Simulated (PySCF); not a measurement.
Compound: C3H14OSi3.
Cartesian coordinates in Å at the PBE0-D3(BJ)/def2-SVP level; atoms count from 1:
```xyz
21
C3H14OSi3 angstrom
C      2.9320   -0.4631   -0.4702
C      1.5162   -0.7644   -0.0477
O      0.7289    0.3703   -0.3061
C     -0.6570    0.2906    0.0389
Si    -1.3077    1.9907   -0.5294
Si    -0.9591    0.1319    1.9213
Si    -1.6000   -1.0635   -0.9308
H      3.5859   -1.3272   -0.2805
H      3.3229    0.4009    0.0870
H      2.9683   -0.2239   -1.5430
H      1.4784   -1.0284    1.0287
H      1.1264   -1.6435   -0.6012
H     -1.0908    2.1350   -1.9997
H     -0.5663    3.0679    0.1908
H     -2.7672    2.1099   -0.2313
H     -0.6423   -1.2327    2.4468
H     -2.4061    0.3991    2.1838
H     -0.1195    1.1313    2.6489
H     -1.2176   -0.9991   -2.3741
H     -1.3178   -2.4416   -0.4206
H     -3.0659   -0.8117   -0.7837
```

Linear response at CAM-B3LYP/def2-SVPD (PySCF, frozen core in the response, non-relativistic).

Static isotropic polarisability: 124.89 au (18.51 Å³), principal values 121.7, 123.6, 129.3 au.

Q: What is the polarisability at 1064 nm and at the sodium D line?

A: 126.07 au at 1064 nm (+0.9 %), 128.86 au at 589.3 nm (+3.2 %). The rise at 589.3 nm is 3.36 times that at 1064 nm; a pure ω² law gives 3.26. The lowest singlet lies at 195 nm, shorter than both wavelengths.

Q: What is the isotropic C6 coefficient between two such molecules, C6 = (3/π)∫α(iω)² dω?

A: 5689 au (Eh·bohr⁶) by a ten-point quadrature over imaginary frequencies, which is 3400 eV·Å⁶ or 328 J·nm⁶/mol.

Q: Which effective excitation energy ω̄ makes London's formula C6 = (3/4)α²ω̄ exact here?

A: ω̄ = 4·C6/(3α²) = 0.486 Eh = 13.2 eV. A one-pole form α(ω) = α/(1 − ω²/ω̄²) fitted to the 1064 nm value gives 12.0 eV. London's choice of the ionisation energy (9.01 eV, ΔSCF at the same level) gives C6 = 3870 au, 32 % too low.

Q: How anisotropic is the static polarisability, by Δα² = ½[(α1 − α2)² + (α2 − α3)² + (α3 − α1)²]?

A: Δα = 6.9 au, or 0.05 of the isotropic value.

Q: The lowest 10 singlets have (eV, f): 6.34, 0.024; 6.78, 0.012; 7.03, 0.002; 7.08, 0.028; 7.10, 0.055; 7.27, 0.041; 7.57, 0.012; 7.62, 0.094; 7.74, 0.011; 7.79, 0.009. What share of the static polarisability do they carry in the sum over states α = Σ f/ω²?

A: 4.07 au, 3.3 % of α; the largest term, 1.20 au, is that of the state at 7.62 eV. Their oscillator strengths add up to 0.29. Higher states carry the rest.

Q: What n − 1 at the D line would an ideal gas of it have at 273.15 K and 1 atm (2.6868 × 10¹⁹ cm⁻³), by n − 1 = 2π·N·α′?

A: 32.24 × 10⁻⁴, a formal value whether or not that pressure can be reached.

Q: What three-body coefficient follows from the one-pole estimate C9 = (3/4)·α·C6?

A: 533000 au. This is an estimate from the two numbers above, not a computed integral.

Q: What molar refraction at the D line follows from R = (4π/3)·N_A·α′, with α′ the polarisability volume?

A: α′ = 19.09 Å³ gives R = 48.17 cm³/mol, for isolated, non-vibrating species.

Q: How many electrons N does the Slater–Kirkwood formula C6 = (3/4)·√N·α^(3/2) need to give this C6?

A: N = (4·C6/3)²/α³ = 29.5; the species has 82 electrons in all.

On Arm Neoverse N1, one thread, no GPU, shared host with 64 logical CPUs at a one-minute load of 63, this took 8.7 min of wall time (with the writing of density and orbital grids) and 1.3 GiB of memory at its peak. This is the whole response run at CAM-B3LYP/def2-SVPD, SCF included.

One conformer stands for the species.
